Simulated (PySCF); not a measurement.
A structure optimised at r2SCAN-D4/def2-SVP, used in a PySCF frequency run:

```xyz
12

Si     2.1993     0.7821     0.0646
Si     0.3769    -0.6860     0.1980
N     -0.8263    -0.1038     1.4317
C     -1.8459     0.2263     0.7090
Si    -1.5115    -0.2396    -1.1341
H      1.6896     2.1664    -0.1766
H      3.0059     0.7682     1.3228
H      3.0777     0.3846    -1.0791
H      0.8289    -2.0900     0.4514
H     -2.7382     0.6767     1.1934
H     -2.3477    -1.3804    -1.6264
H     -1.5632     0.8520    -2.1597
```
Charge 0, spin multiplicity 1.

Q: Write its SMILES and formula.

A: [SiH3][Si@H]1N=C[SiH2]1, CH7NSi3

Q: What are its rotational constants (standard atomic weights)?

A: 4.3726, 1.4805, 1.3053 GHz
